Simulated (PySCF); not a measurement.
Distorted geometries of Dy2O2Cl2

Dy2O2Cl2 (singlet in the valence; each metal's 4f electrons, 9 of them, lie in its core potential, out of spins and levels). PySCF 2.14.0, RKS BP86, Dy lcecp-1-SVP with ECP55, O def2-SVP, Cl def2-SVP; non-relativistic Hamiltonian with scalar-relativistic core potentials where named; density fitting; no spin-orbit coupling. Relaxed geometry:

```xyz
6

Dy    0.0000    0.7672    1.3674
Dy    0.0000   -0.7672   -1.3674
O     1.3384    0.0000    0.0000
O    -1.3384    0.0000    0.0000
Cl    0.0000   -0.4698    3.5647
Cl    0.0000    0.4698   -3.5647
```

Order these distorted geometries by energy above the relaxed one, lowest first.
A.
```xyz
6

Dy    0.0096    0.7976    1.3983
Dy   -0.0307   -0.7874   -1.3313
O     1.3260    0.0057   -0.0288
O    -1.3420   -0.0130   -0.0362
Cl    0.0666   -0.4656    3.5774
Cl   -0.0296    0.4627   -3.5794
```
B.
```xyz
6

Dy    0.0967    0.8906    1.3205
Dy   -0.0167   -0.7998   -1.4091
O     1.3627    0.0470    0.0325
O    -1.3486   -0.1371   -0.0178
Cl    0.0006   -0.5127    3.6316
Cl   -0.0947    0.5121   -3.5576
```
C.
```xyz
6

Dy    0.0141    0.7866    1.3524
Dy    0.0023   -0.7974   -1.3291
O     1.3140    0.0015   -0.0277
O    -1.3217   -0.0147    0.0274
Cl   -0.0084   -0.4692    3.5436
Cl   -0.0003    0.4931   -3.5666
```

C (0.04 eV), A (0.10 eV), B (0.40 eV).

Which forces (eV/Å) act in the one that lies 0.10 eV up?


```
Dy  -0.08 -0.72 -1.20
Dy   0.36 -0.23 -1.28
O   -0.08  0.42  0.89
O   -0.18  0.68  1.31
Cl  -0.01  0.06 -0.07
Cl  -0.01 -0.21  0.34
```
Forces carry noise of the integration grid, about 0.01 to 0.03 eV/Å.

An lcecp potential fixes the number of 4f electrons, so in runs with it no electron can move into or out of that shell.
